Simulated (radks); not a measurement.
Task: The mean radii <r> (bohr) of the occupied orbitals of an atom or ion are listed with their occupations. Method: scalar-relativistic Kohn-Sham, B86b exchange with PBE correlation, spin-polarised, spherical densities, point nucleus; computed with a radial shooting solver on a logarithmic mesh with Libxc functionals.

orbital  occ.      <r>
1s up       1  0.01898
1s down     1  0.01898
2s up       1  0.08036
2s down     1  0.08036
2p up       3  0.07172
2p down     3  0.07172
3s up       1   0.2086
3s down     1   0.2086
3p up       3   0.2085
3p down     3   0.2085
3d up       5   0.1890
3d down     5   0.1889
4s up       1   0.4676
4s down     1   0.4676
4p up       3   0.4967
4p down     3   0.4964
4d up       5   0.5326
4d down     5   0.5316
5s up       1    1.065
5s down     1    1.064
5p up       3    1.190
4f up       7   0.6273
4f down     6   0.6212

Name the element and its charge. Open shells, if any, are filled with parallel spins first.

Result: Z = 72, hafnium, charge +8: Hf8+ in [Kr] 4d10 4f13 5s2 5p3. The 1s radius gives Z: for a bare nucleus <r> = (2 gamma + 1)/(2Z) with gamma = sqrt(1 - (Z/c)^2), 0.01876 bohr for Z = 72, and screening makes it slightly larger (0.01898 here). The occupations add up to 64, and the charge is Z minus that.
